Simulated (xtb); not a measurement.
Zr(Cl)(OH)3 (ClH3O3Zr), SMILES [Cl][Zr]([OH])([OH])[OH], multiplicity 1. All values are semi-empirical tight-binding results from xtb (GFN2-xTB unless named), good for trends rather than for accurate numbers. Geometry: GFN2-xTB. The spin state was assumed, not searched. The structure was generated by enumeration; whether it is a known compound was not checked. One conformer was computed; it need not be the lowest.

For metal compounds this method's bond lengths and energies can be far off.

```json
{
 "point_group_as_xtb_finds_it": "Cs",
 "orbital_gap": "4.30 eV",
 "zero_point_energy": "21.5 kcal/mol",
 "G − E(el) at 298.15 K (modified RRHO)": "-1.0 kcal/mol"
}
```
